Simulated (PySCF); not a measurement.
C₂H₆Be, charge +1, doublet, geometry from GFN2-xTB (such geometries of metal compounds can be far from the true shape) (a state made from the parent by changing its charge; the spin is typed, not shown lowest); CAMB3LYP/STO-3G run with PySCF.

The PySCF input:
```python
from pyscf import gto, scf, dft

mol = gto.Mole()
mol.atom = '''
    Be    0.008125    0.005898   -0.018515
    C     1.344978    0.168117   -1.102040
    H     2.017265   -0.684335   -0.982499
    H     1.883965    1.091228   -0.877036
    H     0.980211    0.201307   -2.130990
    C    -1.340760   -0.189206    1.044371
    H    -1.858388   -1.122389    0.811944
    H    -2.028869    0.649451    0.916823
    H    -0.987920   -0.216943    2.077773
'''
mol.basis = 'sto-3g'
mol.charge = 1
mol.spin = 1
mol.verbose = 4
mol.build()

mf = dft.UKS(mol)
mf.xc = 'camb3lyp'
mf.diis = False
mf.max_cycle = 100
mf.kernel()
```

It wrote (shortened):

```
PySCF version 2.14.0

[INPUT] verbose = 4
[INPUT] num. atoms = 9
[INPUT] num. electrons = 21
[INPUT] charge = 1
[INPUT] spin (= nelec alpha-beta = 2S) = 1
[INPUT] symmetry False subgroup None
[INPUT] Mole.unit = angstrom
[INPUT] Symbol           X                Y                Z      unit          X                Y                Z       unit  Magmom
[...]
nuclear repulsion = 50.7646469669998
number of shells = 15
number of NR pGTOs = 63
number of NR cGTOs = 21
basis = sto-3g
ecp = {}

******** <class 'pyscf.dft.uks.UKS'> ********
method = UKS
initial guess = minao
damping factor = 0
level_shift factor = 0
DIIS disabled
SCF conv_tol = 1e-09
SCF conv_tol_grad = None
SCF max_cycles = 100
direct_scf = True
direct_scf_tol = 1e-13
number electrons alpha = 11  beta = 10
XC library pyscf.dft.libxc version 7.1.2
    S. Lehtola, C. Steigemann, M. J. T. Oliveira, and M. A. L. Marques,  SoftwareX 7, 1–5 (2018)
XC functionals = camb3lyp
    T. Yanai, D. P. Tew, and N. C. Handy,  Chem. Phys. Lett. 393, 51 (2004)
radial grids:
    Treutler-Ahlrichs [JCP 102, 346 (1995); DOI:10.1063/1.469408] (M4) radial grids

becke partition: Becke, JCP 88, 2547 (1988); DOI:10.1063/1.454033
pruning grids: <function nwchem_prune>
grids dens level: 3
symmetrized grids: False
atomic radii adjust function: <function treutler_atomic_radii_adjust>
small_rho_cutoff = 0
Set gradient conv threshold to 3.16228e-05
tot grids = 100808
init E= -93.2807644302798

cycle= 1 E= -93.00027358013  delta_E= 0.28  |g|= 0.086  |ddm|= 2.37
cycle= 2 E= -93.0088370910571  delta_E= -0.00856  |g|= 0.0239  |ddm|= 0.207
cycle= 3 E= -93.0093379944104  delta_E= -0.000501  |g|= 0.0109  |ddm|= 0.0542
cycle= 4 E= -93.0094170299931  delta_E= -7.9e-05  |g|= 0.00626  |ddm|= 0.0249
cycle= 5 E= -93.0094382317765  delta_E= -2.12e-05  |g|= 0.00369  |ddm|= 0.0139
cycle= 6 E= -93.0094448377745  delta_E= -6.61e-06  |g|= 0.00217  |ddm|= 0.00802
cycle= 7 E= -93.0094470116911  delta_E= -2.17e-06  |g|= 0.0013  |ddm|= 0.00475
cycle= 8 E= -93.0094477486174  delta_E= -7.37e-07  |g|= 0.000769  |ddm|= 0.0028
cycle= 9 E= -93.0094480029517  delta_E= -2.54e-07  |g|= 0.000463  |ddm|= 0.00168
cycle= 10 E= -93.0094480915782  delta_E= -8.86e-08  |g|= 0.00028  |ddm|= 0.001
cycle= 11 E= -93.0094481224484  delta_E= -3.09e-08  |g|= 0.000176  |ddm|= 0.000615
cycle= 12 E= -93.0094481329466  delta_E= -1.05e-08  |g|= 0.000121  |ddm|= 0.000396
cycle= 13 E= -93.0094481361486  delta_E= -3.2e-09  |g|= 9.78e-05  |ddm|= 0.000288
[...]
cycle= 70 E= -93.0091189096258  delta_E= 5.92e-05  |g|= 0.0221  |ddm|= 0.055
cycle= 71 E= -93.0090466698634  delta_E= 7.22e-05  |g|= 0.0244  |ddm|= 0.0608
cycle= 72 E= -93.0089585186248  delta_E= 8.82e-05  |g|= 0.0269  |ddm|= 0.0671
cycle= 73 E= -93.0088509385264  delta_E= 0.000108  |g|= 0.0297  |ddm|= 0.0741
cycle= 74 E= -93.0087195888658  delta_E= 0.000131  |g|= 0.0328  |ddm|= 0.0819
cycle= 75 E= -93.0085591839668  delta_E= 0.00016  |g|= 0.0363  |ddm|= 0.0904
cycle= 76 E= -93.0083631744137  delta_E= 0.000196  |g|= 0.0401  |ddm|= 0.0999
cycle= 77 E= -93.0081235716505  delta_E= 0.00024  |g|= 0.0443  |ddm|= 0.11
cycle= 78 E= -93.0078304223035  delta_E= 0.000293  |g|= 0.0489  |ddm|= 0.122
cycle= 79 E= -93.0074715503018  delta_E= 0.000359  |g|= 0.0541  |ddm|= 0.135
cycle= 80 E= -93.0070316699941  delta_E= 0.00044  |g|= 0.0598  |ddm|= 0.149
cycle= 81 E= -93.0064919912413  delta_E= 0.00054  |g|= 0.0661  |ddm|= 0.165
cycle= 82 E= -93.0058286815946  delta_E= 0.000663  |g|= 0.0732  |ddm|= 0.182
cycle= 83 E= -93.0050122167788  delta_E= 0.000816  |g|= 0.081  |ddm|= 0.202
cycle= 84 E= -93.0040046246167  delta_E= 0.00101  |g|= 0.0897  |ddm|= 0.223
cycle= 85 E= -93.0027582983753  delta_E= 0.00125  |g|= 0.0994  |ddm|= 0.247
cycle= 86 E= -93.0012108541723  delta_E= 0.00155  |g|= 0.11  |ddm|= 0.274
cycle= 87 E= -92.9992826696113  delta_E= 0.00193  |g|= 0.122  |ddm|= 0.304
cycle= 88 E= -92.9968667962642  delta_E= 0.00242  |g|= 0.136  |ddm|= 0.338
cycle= 89 E= -92.9938231684423  delta_E= 0.00304  |g|= 0.152  |ddm|= 0.376
cycle= 90 E= -92.9899575366054  delta_E= 0.00387  |g|= 0.169  |ddm|= 0.419
cycle= 91 E= -92.9850062899019  delta_E= 0.00495  |g|= 0.189  |ddm|= 0.467
cycle= 92 E= -92.9785889536961  delta_E= 0.00642  |g|= 0.213  |ddm|= 0.523
cycle= 93 E= -92.9701650175334  delta_E= 0.00842  |g|= 0.24  |ddm|= 0.588
cycle= 94 E= -92.9589177951139  delta_E= 0.0112  |g|= 0.271  |ddm|= 0.663
cycle= 95 E= -92.9436277846617  delta_E= 0.0153  |g|= 0.309  |ddm|= 0.751
cycle= 96 E= -92.9223827668889  delta_E= 0.0212  |g|= 0.354  |ddm|= 0.855
cycle= 97 E= -92.8922720208234  delta_E= 0.0301  |g|= 0.409  |ddm|= 0.98
cycle= 98 E= -92.8489367822917  delta_E= 0.0433  |g|= 0.475  |ddm|= 1.13
cycle= 99 E= -92.7868404737957  delta_E= 0.0621  |g|= 0.555  |ddm|=  1.3
cycle= 100 E= -92.7010006590954  delta_E= 0.0858  |g|= 0.648  |ddm|=  1.5
SCF not converged.
SCF energy = -92.7010006590954 after 100 cycles  <S^2> = 0.75138065  2S+1 = 2.0013802
```

Convergence was not reached.
